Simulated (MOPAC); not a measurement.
MOPAC input (PM3):

```
PM3 FORCE THERMO(298,298) PRECISE LET CHARGE=-1 GEO-OK AUX(PRECISION=9) THREADS=1
H4FSi2

F    -1.68589811 1   -0.86167554 1   -0.30489670 1
Si   -0.71068139 1    0.26427862 1    0.33219089 1
Si    1.64699978 1    0.19420513 1   -0.33855253 1
H    -1.31312253 1    1.60458730 1   -0.03098853 1
H    -0.93107812 1    0.18986163 1    1.82984002 1
H     2.06038949 1    1.13736234 1    0.77957700 1
H     1.99017860 1   -1.09698539 1    0.38505341 1
```

Output:

```
 *******************************************************************************
 **                                                                           **
 **                              MOPAC v23.2.5                                **
 **                                                                           **
 *******************************************************************************
 ** MOPAC's Digital Object Identifier: https://doi.org/10.5281/zenodo.6511958 **
 **                                                                           **
 ** Please cite the open-source release paper for use of this MOPAC version:  **
 ** J. E. Moussa and J. J. P. Stewart (2026)                                  **
 ** MOPAC: An open-source semiempirical molecular orbital program             **
 ** J. Open Source Softw., 11(119), 8025, https://doi.org/10.21105/joss.08025 **
 *******************************************************************************

                              PM3 CALCULATION RESULTS

 *******************************************************************************
 *  PM3        - The PM3 Hamiltonian to be used
 *  GEO-OK     - OVERRIDE INTERATOMIC DISTANCE AND OTHER SAFETY CHECKS
 *
 *
 *
 *                 CHARGE ON SYSTEM = -1
 *
 *
 *
 *  LET        - OVERRIDE SOME SAFETY CHECKS
 *  PRECISE    - TIGHTER CRITERIA TO BE USED
 *  FORCE      - FORCE CALCULATION SPECIFIED
 *  AUX        - OUTPUT AUXILIARY INFORMATION
 *  THERMO     - THERMODYNAMIC QUANTITIES TO BE CALCULATED
 *******************************************************************************
PM3 FORCE THERMO(298,298) PRECISE LET CHARGE=-1 GEO-OK AUX(PRECISION=9) THREADS=1
 H4FSi2

   ATOM   CHEMICAL          X               Y               Z
  NUMBER   SYMBOL      (ANGSTROMS)     (ANGSTROMS)     (ANGSTROMS)

     1       F         -1.68589811  *  -0.86167554  *  -0.30489670  *
     2      Si         -0.71068139  *   0.26427862  *   0.33219089  *
     3      Si          1.64699978  *   0.19420513  *  -0.33855253  *
     4       H         -1.31312253  *   1.60458730  *  -0.03098853  *
     5       H         -0.93107812  *   0.18986163  *   1.82984002  *
     6       H          2.06038949  *   1.13736234  *   0.77957700  *
     7       H          1.99017860  *  -1.09698539  *   0.38505341  *

          CARTESIAN COORDINATES

    NO.       ATOM           X           Y           Z

     1         F         -1.6859     -0.8617     -0.3049
     2        Si         -0.7107      0.2643      0.3322
     3        Si          1.6470      0.1942     -0.3386
     4         H         -1.3131      1.6046     -0.0310
     5         H         -0.9311      0.1899      1.8298
     6         H          2.0604      1.1374      0.7796
     7         H          1.9902     -1.0970      0.3851

  H: (PM3): J. J. P. STEWART, J. COMP. CHEM. 10, 209 (1989).
  F: (PM3): J. J. P. STEWART, J. COMP. CHEM. 10, 209 (1989).
 Si: (PM3): J. J. P. STEWART, J. COMP. CHEM. 10, 209 (1989).
[...]
 REDUCED MASS        0.5782         Si2 -- Si3          +0.6% (  6.3%)     86.3%
 EFFECTIVE MASS      2.7750
 FORCE CONSTANT      0.2687

 VIBRATION         11   11A          ATOM PAIR     ENERGY CONTRIBUTION    RADIAL
 FREQUENCY           910.77         F 1 -- Si2         +57.9% ( 95.9%)    100.0%
 TRANSITION DIPOLE   2.1649         Si2 -- H 5         +14.8% ( 48.5%)      3.5%
 TRAVEL (Ang.)       0.0872         Si2 -- H 4         +14.8% ( 48.5%)      3.8%
 REDUCED MASS        9.7307         Si2 -- Si3         +12.4% ( 44.4%)     23.6%
 EFFECTIVE MASS     21.1192
 FORCE CONSTANT      4.7556

 VIBRATION         12   12A          ATOM PAIR     ENERGY CONTRIBUTION    RADIAL
 FREQUENCY          1949.21         Si2 -- H 5         +68.4% ( 83.4%)     99.2%
 TRANSITION DIPOLE   0.3332         Si2 -- H 4         +30.1% ( 55.3%)     96.7%
 TRAVEL (Ang.)       0.2475         Si3 -- H 7          +1.0% (  9.9%)     99.4%
 REDUCED MASS        0.5647         Si3 -- H 6          +0.2% (  5.0%)     93.7%
 EFFECTIVE MASS      1.3510
 FORCE CONSTANT      1.2641

 VIBRATION         13   13A          ATOM PAIR     ENERGY CONTRIBUTION    RADIAL
 FREQUENCY          1958.25         Si3 -- H 7         +91.9% ( 96.1%)     99.8%
 TRANSITION DIPOLE   0.6490         Si3 -- H 6          +7.3% ( 27.1%)     79.3%
 TRAVEL (Ang.)       0.2026         Si2 -- H 5          +0.4% (  6.0%)     97.8%
 REDUCED MASS        0.8387         Si2 -- H 4          +0.3% (  5.8%)     98.4%
 EFFECTIVE MASS      1.3461
 FORCE CONSTANT      1.8950

 VIBRATION         14   14A          ATOM PAIR     ENERGY CONTRIBUTION    RADIAL
 FREQUENCY          1962.78         Si3 -- H 6         +87.3% ( 93.4%)     99.9%
 TRANSITION DIPOLE   0.5896         Si3 -- H 7          +6.2% ( 24.9%)     74.6%
 TRAVEL (Ang.)       0.2137         Si2 -- H 4          +5.8% ( 24.1%)     99.8%
 REDUCED MASS        0.7526         Si2 -- H 5          +0.5% (  7.3%)     81.3%
 EFFECTIVE MASS      1.2985
 FORCE CONSTANT      1.7082

 VIBRATION         15   15A          ATOM PAIR     ENERGY CONTRIBUTION    RADIAL
 FREQUENCY          1968.23         Si2 -- H 4         +64.0% ( 79.6%)     99.0%
 TRANSITION DIPOLE   0.5290         Si2 -- H 5         +29.9% ( 54.3%)     96.1%
 TRAVEL (Ang.)       0.2627         Si3 -- H 6          +5.3% ( 22.8%)     99.8%
 REDUCED MASS        0.4964         Si3 -- H 7          +0.6% (  7.6%)     82.0%
 EFFECTIVE MASS      1.2342
 FORCE CONSTANT      1.1331

      SYMMETRY NUMBER FOR POINT-GROUP C1  =  1

          SYSTEM IS A GROUND STATE

 H4FSi2

          MOLECULE IS NOT LINEAR

          THERE ARE 15 GENUINE VIBRATIONS IN THIS SYSTEM
          THIS THERMODYNAMICS CALCULATION IS LIMITED TO
          MOLECULES WHICH HAVE NO INTERNAL ROTATIONS

                    CALCULATED THERMODYNAMIC PROPERTIES
                                          *
   TEMP. (K)   PARTITION FUNCTION   H.O.F.    ENTHALPY  HEAT CAPACITY ENTROPY
                                   KCAL/MOL   CAL/MOLE    CAL/K/MOL  CAL/K/MOL

 298.00  VIB.     0.1256D+02                  1786.5364    12.2501    11.0230
         ROT.     0.7026D+05                   888.2803     2.9808    25.1580
         INT.     0.8821D+06                  2674.8167    15.2309    36.1809
         TRA.     0.6814D+27                  1480.4672     4.9680    39.0207
         TOT.                      -97.297    4155.2839    20.1990    75.2016

   *: NOTE: HEATS OF FORMATION ARE RELATIVE TO THE
            ELEMENTS IN THEIR STANDARD STATE AT 298K
              (=  Standard Enthalpy of Formation).

            Hvib:  Zero-point energy is not included.
                   frequencies of less than zero cm-1 are not included.
            Hrot = (3/2)RT
            Htra = (3/2)RT + pV = (5/2)RT

            Heat capacity is Cp, not Cv

          For more information, see: HTTP://OpenMOPAC.net/Manual/thermochemistry.html

           FORCE CONSTANT IN CARTESIAN COORDINATES (Millidynes/A)

    ATOM   CHEMICAL       X               Y               Z
   NUMBER   SYMBOL  FORCE CONSTANT  FORCE CONSTANT  FORCE CONSTANT

      1       F        5.629728        0.315720        0.360277
      2      Si        6.395532        3.158189        3.230865
      3      Si        2.408416        1.891862        2.497342
      4       H        0.537306        0.742327        1.513705
      5       H        0.532258        0.877372        1.377958
      6       H        1.788056        0.470123        0.322124
      7       H        0.358912        0.307565        1.904382

 **********************
 *                    *
 * JOB ENDED NORMALLY *
 *                    *
 **********************

 == MOPAC DONE ==
```

The dipole moment of an ion depends on the origin.
